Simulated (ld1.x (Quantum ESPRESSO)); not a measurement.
## Transferability test, TM potential for vanadium (V)

| Quantity | Value |
| --- | --- |
| Element | vanadium (V) |
| Generator | ld1.x (Quantum ESPRESSO) 7.5 |
| Type | norm-conserving Troullier–Martins (Kleinman–Bylander form) |
| Functional | BP86 |
| Relativity | fully relativistic |
| Frozen core | [Ne] |
| Valence charge | 13 |
| Reference configuration | 3s2 3p6 3d3 4s2 4p0 |
| Partial waves | 3p (bound): rc 0.95 bohr; 3d (bound): rc 1.80 bohr; 3s (bound): rc 1.05 bohr |
| Local potential | the s channel |
| Core correction | none |

Open shells are filled in proportion to 2j + 1 (rel_dist='average').

Occupied shells without a wave of their own: 4s. They enter only through the test configuration that unscreens the potential.

Energies are relative to the spin-unpolarised reference configuration 3s2 3p6 3d3 4s2 4p0; without spin polarisation the order of configurations can differ from experiment.

```tsv
valence configuration	charge	ΔE all-electron (eV)	error AE − PS (meV)
3s2 3p6 3d3 4s1 4p0	+1	7.914	-90
3s2 3p6 3d3 4s0 4p0	+2	22.314	-231
3s2 3p6 3d2 4s0 4p0	+3	51.250	-344
3s2 3p6 3d4 4s1 4p0	0	0.606	-38
3s2 3p6 3d1 4s0 4p0	+4	97.157	-178
```

Task: What are ΔE and the potential's error for 3s2 3p6 3d3 4s1 4p1?

Result: ΔE = 3.384 eV all-electron; the error (AE − PS) is -63 meV.

Task: What are ΔE and the potential's error for 3s2 3p6 3d3 4s1.5 4p0?

Result: ΔE = 3.174 eV all-electron; the error (AE − PS) is -39 meV.

ld1.x printed “convergence not achieved” for 7 of the counted tests; their residual had stalled under 1e-8, short of the target of 1e-14. The 4s level has no wave, so the channel is fitted at the deeper level alone: the likely source of the large errors.

A Bessel basis up to 400 Ry misses an occupied level by 0.11 Ry, so cutoffs and ghosts were not judged.
